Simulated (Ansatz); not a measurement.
Species: C₄H₂FS, net charge -1, singlet state. It need not be the lowest isomer of its formula. Whether it binds its extra electron was not tested at this geometry. 
Geometry from a B3LYP-D3(BJ)/def2-TZVP (Ansatz, a quantum-chemistry and plane-wave program) optimisation:
```xyz
8

F      2.1217    -0.0645     0.0273
C      0.7709     0.1552    -0.0287
C      0.1683     1.3444    -0.2893
C     -1.2802     1.3167    -0.2925
C     -1.6777     0.0520    -0.0218
S     -0.3181    -1.1546     0.2474
H      0.7705     2.2299    -0.4768
H     -2.6636    -0.3860     0.0666
```
Charge -1, spin multiplicity 1.

Total electronic energies in hartree. Correlated levels leave the core frozen unless marked. No spin-orbit coupling. No relativistic terms. Basis-set limits of correlation are two-point, X^-3; Hartree-Fock from the larger set.

The Hartree-Fock reference is unstable (checked in the largest basis), which strains HF and MP2. 

| level | program | energy (Eh) |
|---|---|---|
| HF/6-31G | Ansatz | -649.34570 |
| r2SCAN-D3(BJ)/def2-TZVPD | Ansatz + dftd3 | -651.57118 |
| r2SCAN-D4/def2-TZVPD | Ansatz + dftd4 | -651.57126 |
| PBE0/6-31G* | Ansatz | -651.14769 |
| PBE0/def2-SVP | Ansatz | -650.86087 |
| PBE0-D4/def2-TZVPD | Ansatz + dftd4 | -651.31191 |
| PBE0/def2-TZVPD | Ansatz | -651.30412 |
| MP2/aug-cc-pV(Q+d)Z | Ansatz | -650.79497 |
| RI-MP2/cc-pV(Q+d)Z | Ansatz | -650.77854 |
| CCSD/aug-cc-pV(Q+d)Z | Ansatz | -650.79526 |
| CCSD(T)/6-31G | Ansatz | -649.92284 |
| CCSD(T)/aug-cc-pV(D+d)Z | Ansatz | -650.51588 |
| CCSD(T)/aug-cc-pV(T+d)Z | Ansatz | -650.78129 |
| CCSD(T)/cc-pwCVTZ | Ansatz | -650.76665 |
| CCSD(T)/CBS(aug-cc-pV(T+d)Z,aug-cc-pV(Q+d)Z) | Ansatz | -650.9055 |

Totals of different functionals don't rank their quality; only differences between species are comparable.
